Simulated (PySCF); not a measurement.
Si(All)(H)3 (C3H8Si), SMILES C=CC[SiH3]. Atoms are numbered in the order given.

```xyz
12

Si     1.4720     0.5057    -0.0972
C      0.1232    -0.8273     0.0483
C     -1.1889    -0.2569     0.4974
C     -2.2598    -0.0598    -0.2786
H      2.7850    -0.1231    -0.4325
H      1.1127     1.4823    -1.1652
H      1.6087     1.2368     1.1972
H      0.4872    -1.5871     0.7626
H      0.0258    -1.3221    -0.9328
H     -1.2398     0.0505     1.5501
H     -2.2611    -0.3434    -1.3365
H     -3.1741     0.3911     0.1158
```

The structure is a stationary point at B3LYP-D3(BJ)/def2-SVP. The values are those of a single conformer.

Calculation: PySCF with SMD-B3LYP/6-31G*.

Solvation free energies are E(SMD) − E(gas) at the gas-phase geometry, for 1 M in both phases. In vacuum the dipole moment is 0.58 D.

```json
[
 {"solvent": "water", "ΔG(solv) (kcal/mol)": "1.9", "its non-electrostatic (CDS) part": "4.0", "dipole (D)": "0.82"},
 {"solvent": "cyclohexanone", "ΔG(solv) (kcal/mol)": "-1.5", "its non-electrostatic (CDS) part": "0.4", "dipole (D)": "0.79"},
 {"solvent": "tetrahydrofuran", "ΔG(solv) (kcal/mol)": "-1.8", "its non-electrostatic (CDS) part": "-0.1", "dipole (D)": "0.76"}
]
```
